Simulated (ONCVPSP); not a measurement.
# What the settings do to the ONCV potential of Tb

Base potential:

| Quantity | Value |
| --- | --- |
| Element | Tb (Z = 65) |
| Generator | ONCVPSP 4.0.1 |
| Type | optimised norm-conserving Vanderbilt (ONCV) |
| Functional | PBE |
| Relativity | fully relativistic |
| Frozen core | [Xe] 4f8 |
| Valence charge | 3 |
| Reference configuration | 5d2 6s1 |
| Partial waves | 6s: rc 3.20 bohr, ncon 4, nbas 8, qcut 1.8 1/bohr, 3 projectors, debl 0.9 Ha; p scattering state at 0.4 Ha: rc 3.25 bohr, ncon 4, nbas 8, qcut 2.5 1/bohr, 3 projectors, debl 1 Ha; 5d: rc 3.10 bohr, ncon 5, nbas 9, qcut 5.9 1/bohr, 2 projectors, debl 0.8 Ha |
| Local potential | polynomial inside 2.75 bohr (lpopt 5, dvloc0 0 Ha) |
| Core correction | Teter function, fcfact 4, rcfact 1.35 |

Open shells are filled in proportion to 2j + 1.

In the p channel the program set the typed energies aside and used 0.050, 1.050, 2.050 Ha (j = l + 1/2; the other j can differ).

All-electron outer shells of the reference configuration (PBE, scalar-relativistic, ld1.x):

| shell | level (eV) | outermost node (bohr) | outermost maximum (bohr) |
| --- | --- | --- | --- |
| 4f | -7.61 | – | 0.55 |
| 6s | -3.77 | 1.58 | 3.41 |
| 5d | -1.68 | 0.77 | 1.99 |

Cutoffs, loose and tight: the cutoffs (Ha) at which the residual kinetic energy of the hardest occupied pseudo-wave falls to 1 and 0.1 mHa per electron. They do not see the model core or the augmentation charge, which bear on the density cutoff. Test errors are all-electron minus pseudo excitation energies from the reference, over the configurations 5d1 6s2; 5d1 6s1; 5d1 6s0; 5d2 6s0. A dash means not determined; rows that change the core or the reference have their own tests. The largest error is taken over the tests solved by every variant that gives reliable tests at all: 5d1 6s1; 5d1 6s2; 5d2 6s0.

For the base: The cutoffs count occupied waves only; projector 3 of the p channel, the hardest unoccupied one, needs 30 Ha at the loose tolerance.

A true bound ghost makes a file unfit for plane-wave use even where its test errors are small: the radial tests pick states by their node count and pass the ghost by.

| change | outcome | cutoff, loose | cutoff, tight | bound ghosts | GHOST(+) flags above zero | largest test error (meV) |
| --- | --- | --- | --- | --- | --- | --- |
| base | generated, projector energies reset by the program | 8.5 Ha | 12 Ha | p3/2, p1/2 | s, p1/2 | -32 |
| all radii but the core radius scaled by about 0.80 (s 2.56, p 2.60, d 2.48 bohr); local potential polynomial inside 2.20 bohr (lpopt 5, dvloc0 0 Ha) | failed: optimize: ERROR ps0norm > uunorm, code will stop | – | – | – | – | – |
| all radii but the core radius scaled by about 0.84 (s 2.68, p 2.72, d 2.58 bohr); local potential polynomial inside 2.30 bohr (lpopt 5, dvloc0 0 Ha) | failed: optimize: ERROR ps0norm > uunorm, code will stop | – | – | – | – | – |
| all radii but the core radius scaled by about 0.96 (s 3.08, p 3.12, d 2.98 bohr); local potential polynomial inside 2.64 bohr (lpopt 5, dvloc0 0 Ha) | generated | 8.7 Ha | 11 Ha | p3/2, p1/2 | s, p3/2, p1/2 | -33 |
| all radii but the core radius scaled by about 1.08 (s 3.46, p 3.52, d 3.36 bohr); local potential polynomial inside 2.98 bohr (lpopt 5, dvloc0 0 Ha) | generated, projector energies reset by the program | 8.0 Ha | 11 Ha | p3/2 | s, p3/2, p1/2 | -28 |
| all radii but the core radius scaled by about 1.14 (s 3.66, p 3.72, d 3.54 bohr); local potential polynomial inside 3.14 bohr (lpopt 5, dvloc0 0 Ha) | generated, projector energies reset by the program | 7.6 Ha | 9.4 Ha | none | s, p3/2, p1/2 | -25 |
| all radii but the core radius scaled by about 1.19 (s 3.82, p 3.88, d 3.70 bohr); local potential polynomial inside 3.28 bohr (lpopt 5, dvloc0 0 Ha) | generated, projector energies reset by the program | 7.2 Ha | 8.8 Ha | none | s, p3/2, p1/2 | -21 |
| all radii but the core radius scaled by about 1.28 (s 4.08, p 4.14, d 3.96 bohr); local potential polynomial inside 3.52 bohr (lpopt 5, dvloc0 0 Ha) | generated, projector energies reset by the program | 6.9 Ha | 8.6 Ha | none | s, p3/2, p1/2 | +17 |
| all radii but the core radius scaled by about 1.31 (s 4.20, p 4.26, d 4.08 bohr); local potential polynomial inside 3.62 bohr (lpopt 5, dvloc0 0 Ha) | generated, projector energies reset by the program | 7.3 Ha | 9.1 Ha | none | s, p3/2 | +18 |

(1) What comes out with this change to the base: all radii but the core radius scaled by about 0.90 (s 2.88, p 2.92, d 2.80 bohr); local potential polynomial inside 2.48 bohr (lpopt 5, dvloc0 0 Ha)?

Answers

(1) outcome: generated; cutoff, loose: 8.9 Ha; cutoff, tight: 11 Ha; bound ghosts: s, p3/2, p1/2; GHOST(+) flags above zero: s, p1/2; largest test error (meV): -34.

Reading the sweep of the scale of all radii but the core radius (base = 1) (base included, trends over the rows without a ghost): The loose cutoff stays near 6.9 Ha. Bound ghosts are found at 0.9, 0.96, 1, 1.08. The generation fails at 0.8, 0.84.
